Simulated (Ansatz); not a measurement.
CH₆GaNS (`[NH2][GaH][CH2]S`). Total charge 0; spin multiplicity 1.

Z-matrix (Å, degrees):
```
C
Ga 1 1.970
S 1 1.822 2 104.3
H 1 1.091 2 110.7 3 -112.5
H 1 1.089 2 117.2 3 122.7
N 2 1.814 1 118.8 3 110.6
H 2 1.563 1 122.4 3 -64.9
H 3 1.344 1 97.9 2 54.6
H 6 1.006 2 124.2 1 1.0
H 6 1.006 2 123.6 1 -171.0
```

**Question.** What are the harmonic wavenumbers in cm⁻¹ at PBE0-D4/def2-TZVP (Ansatz, finite differences of forces, unscaled)? (Best estimate.)

**Answer.** The calculation gave: 46, 112, 157, 221, 263, 373, 526, 533, 593, 673, 708, 733, 757, 900, 1105, 1142, 1425, 1565, 1989, 2690, 3088, 3149, 3616, 3721.

**Question.** Is this a minimum?

**Answer.** Yes, all 24 modes are real.

**Question.** Give the ideal-gas thermochemistry at 298.15 K and 1 bar (rigid rotor, harmonic oscillator; point group C1, symmetry number 1).

**Answer.** Zero-point energy 180.0 kJ/mol; H(298) − E = 202.0 kJ/mol; entropy 360.0 J/(mol·K), of which translation 169.9, rotation 112.6, vibration 77.4; G(298) − E = 94.7 kJ/mol. Modes under 100 cm⁻¹ are hindered rotations or soft bends, so the harmonic entropy is rough.

**Question.** And at 400, 500, 600, 800 and 1000 K?

**Answer.** 
```tsv
T (K)	H − E (kJ/mol)	S (J/mol/K)	G − E (kJ/mol)
400	214.4	395.4	56.2
500	228.0	425.9	15.1
600	242.9	453.0	-28.9
800	275.4	499.6	-124.3
1000	310.7	539.0	-228.2
```
